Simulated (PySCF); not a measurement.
RuF₂ + 2 HCl → RuCl₂ + 2 HF

Level: PBE0 in the def2-TZVP basis family, computed in PySCF with density fitting; scalar-relativistic core potentials for atoms from Rb on, none lighter, no spin–orbit coupling; open shells unrestricted.

| species | state and structure | ZPE (kJ/mol) | H(298 K) − H(0) (kJ/mol) | S° (J/(mol K)) |
| --- | --- | --- | --- | --- |
| RuF₂ | quintet, D∞h, Ru–F 1.866 Å (×2) | 9.4 | 12.9 | 275.1 |
| HCl | singlet, C∞v, H–Cl 1.279 Å | 17.9 | 8.7 | 186.6 |
| RuCl₂ | quintet, D∞h, Ru–Cl 2.230 Å (×2) | 5.5 | 14.6 | 302.7 |
| HF | singlet, C∞v, H–F 0.920 Å | 24.9 | 8.7 | 173.6 |

Question: Is the gas-phase reaction uphill or downhill in electronic energy at this level, and by how much?

Answer: At PBE0/def2-TZVP, ΔE = -104.6 kJ/mol, downhill. 

Question: Add zero-point, thermal and entropy terms for 298.15 K and 1 bar.

Answer: ΔZPE = 10.1 and Δ[H(298) − H(0)] = 1.7 kJ/mol give ΔH° = -92.8 kJ/mol. ΔS° = 1.6 J/(mol K), so ΔG° = -92.8 − 298.15 × (0.0016) = -93 kJ/mol and log₁₀K = 16.3.

Open d or f shells are single determinants, so the state found may not be the ground state. The structures come from searches over a few start shapes, so lower isomers are not excluded.
